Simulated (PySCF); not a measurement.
C₄H₈Se, SMILES C=CCC[SeH].

Geometry optimised at PBE-D3(BJ)/def2-SVP. One conformer was computed; it need not be the lowest.

Computed with TDDFT-PBE/def2-SVPD in PySCF 2.14.0.

Vertical excitations. Isolated molecule, no solvent.

Estimate the UV-visible absorptions. (Estimate from the structure and the level; the computed values follow.)


| state | energy (eV) | λ (nm) | f | main pairs |
|---|---|---|---|---|
| S1 | 4.16 | 298 | 0.002 | HOMO→LUMO 99 % |
| S2 | 4.69 | 264 | 0.010 | HOMO→LUMO+1 98 % |
| S3 | 5.26 | 236 | 0.028 | HOMO→LUMO+2 97 % |
| S4 | 5.57 | 223 | 0.059 | HOMO−1→LUMO+1 49 %, HOMO−1→LUMO 49 % |
| S5 | 5.79 | 214 | 0.015 | HOMO→LUMO+3 92 % |
| S6 | 5.87 | 211 | 0.003 | HOMO→LUMO+4 91 % |
| S7 | 6.11 | 203 | 0.088 | HOMO−1→LUMO+2 58 %, HOMO−1→LUMO+1 25 %, HOMO−1→LUMO 14 % |
| S8 | 6.25 | 198 | 0.012 | HOMO→LUMO+5 94 % |
| S9 | 6.60 | 188 | 0.029 | HOMO→LUMO+6 42 %, HOMO−2→LUMO 32 %, HOMO→LUMO+7 20 % |
| S10 | 6.64 | 187 | 0.049 | HOMO−2→LUMO 49 %, HOMO→LUMO+7 29 %, HOMO→LUMO+6 10 % |
| T1 | 3.89 | 318 | 0 | HOMO→LUMO 96 % |
| T2 | 4.30 | 288 | 0 | HOMO−1→LUMO 73 %, HOMO−1→LUMO+1 12 % |
| T3 | 4.43 | 280 | 0 | HOMO→LUMO+1 87 % |
| T4 | 4.97 | 250 | 0 | HOMO→LUMO+2 97 % |
Triplets are in the Tamm–Dancoff approximation, which puts them higher than full response would, so one can lie above its singlet here.
